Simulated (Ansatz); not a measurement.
C$_{4}$H$_{6}$Si, charge +1, doublet, geometry from GFN2-xTB (a state made from the parent by changing its charge; the spin is typed, not shown lowest). Base run: SVWN5/cc-pVDZ run with Ansatz (an electronic-structure program).

Geometry (Å):
```xyz
11

C     -1.2230     0.7508    -0.5114
C     -0.0272     1.2931    -0.1764
Si     1.2764    -0.0789     0.2487
C     -0.2868    -1.2219     0.3587
C     -1.3664    -0.6382    -0.2159
H     -2.0163     1.3190    -0.9827
H      0.1719     2.3522    -0.1450
H      1.9669     0.1192     1.5145
H      1.9993    -0.4129    -0.9706
H     -0.2975    -2.1951     0.8225
H     -2.2744    -1.1811    -0.4508
```
Charge +1, spin multiplicity 2.
Orbitals are unrestricted.
All else is at Ansatz's defaults.
Base energy -442.53457 Eh.

The base run was repeated with changes; each row names its change, and settings that it needs were set with it.

```csv
change,ΔE vs base (mEh)
base,0.000
accuracy = high,0.001
"final_grid = 6, 12, 29",0.000
"point_charge = charge:1.0 position_ang:3.9714, -0.1097, -3.8875",88.241
nuclear_model = gaussian,0.187
"final_grid = 14, 28, 59",-0.001
"final_grid = 10, 20, 41",-0.001
fitting.mean_field = def2-universal-JKFIT,-0.109
"point_charge = charge:0.5 position_ang:-0.6758, 5.553, 1.0082",46.927
"point_charge = charge:-1.0 position_ang:-4.1329, -1.8091, -3.6812",-96.752
fitting.mean_field = cc-pVTZ-JKFIT,-0.061
```
